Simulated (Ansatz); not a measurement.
A nudged elastic band was laid between two geometries of ClH3Sn + H (6 atoms, charge 0, multiplicity 2).

Level of theory: Ansatz 0.2.0, UKS PBE/def2-TZVP.

| Property | Result |
| --- | --- |
| movable images | 7 |
| climbing image | yes |
| spring | 5.0 eV/Å² |
| optimiser | quadratic models (default) |
| start path | through a guess of the saddle point |
| force threshold | 0.03 eV/Å |
| iteration limit | 60 |
| end points | relaxed |

Initial state:

```xyz
6
Properties=species:S:1:pos:R:3
Sn 0.002 0.000 -0.273
Cl 0.012 0.000 2.084
H 1.647 0.000 -0.755
H -0.824 1.427 -0.743
H -0.824 -1.427 -0.743
H -0.012 0.000 5.682
```

Final state:

```xyz
6
Properties=species:S:1:pos:R:3
Sn 0.002 0.000 -0.399
Cl 0.010 0.000 3.653
H 1.630 0.000 -0.989
H -0.816 1.412 -0.979
H -0.816 -1.412 -0.979
H -0.006 0.000 4.944
```

(1) What changes between the two ends?

(2) Give the energies along the band, and the barrier.

(3) What is the geometry of the highest image?

(4) What are the harmonic wavenumbers there?

## Answers

(1) Bonds broken: Sn1–Cl2. Bonds formed: Cl2–H6. ClH3Sn + H becomes ClH + H3Sn.

(2) It converged. The highest image is number 4 of 0 to 8, 0.157 eV above the first end and 0.689 eV above the last; the last end lies 0.532 eV below the first. A vibrational analysis at the climbing image gives one clearly imaginary mode, 570i cm⁻¹: a first-order saddle point.

```json
{"image": "0", "path coordinate (Å)": "0.00", "energy (eV)": "0.000", "Sn1–Cl2 (Å)": "2.36", "Cl2–H6 (Å)": "3.60"}
{"image": "1", "path coordinate (Å)": "0.39", "energy (eV)": "0.003", "Sn1–Cl2 (Å)": "2.36", "Cl2–H6 (Å)": "3.17"}
{"image": "2", "path coordinate (Å)": "0.78", "energy (eV)": "0.019", "Sn1–Cl2 (Å)": "2.36", "Cl2–H6 (Å)": "2.75"}
{"image": "3", "path coordinate (Å)": "1.17", "energy (eV)": "0.071", "Sn1–Cl2 (Å)": "2.36", "Cl2–H6 (Å)": "2.32"}
{"image": "4", "path coordinate (Å)": "1.56", "energy (eV)": "0.157", "Sn1–Cl2 (Å)": "2.45", "Cl2–H6 (Å)": "1.83"}
{"image": "5", "path coordinate (Å)": "2.01", "energy (eV)": "-0.325", "Sn1–Cl2 (Å)": "2.93", "Cl2–H6 (Å)": "1.34"}
{"image": "6", "path coordinate (Å)": "2.46", "energy (eV)": "-0.476", "Sn1–Cl2 (Å)": "3.30", "Cl2–H6 (Å)": "1.30"}
{"image": "7", "path coordinate (Å)": "2.91", "energy (eV)": "-0.524", "Sn1–Cl2 (Å)": "3.67", "Cl2–H6 (Å)": "1.29"}
{"image": "8", "path coordinate (Å)": "3.36", "energy (eV)": "-0.532", "Sn1–Cl2 (Å)": "4.05", "Cl2–H6 (Å)": "1.29"}
```

(3) 
```xyz
6
Properties=species:S:1:pos:R:3:forces:R:3
Sn 0.000 0.000 -0.003 0.00 0.00 0.02
Cl 0.001 0.000 2.442 0.00 0.00 -0.01
H 1.648 0.000 -0.486 -0.01 0.00 0.00
H -0.823 1.427 -0.486 0.00 -0.01 0.00
H -0.823 -1.427 -0.486 0.00 0.01 0.00
H -0.001 0.000 4.271 0.00 0.00 0.00
```

(4) 570i, 139, 139, 354, 408, 408, 647, 672, 673, 1858, 1890, 1890 cm⁻¹.

Run time: 82 s on 4 threads of Arm Neoverse V2 (shared host), peak memory 0.21 GiB.
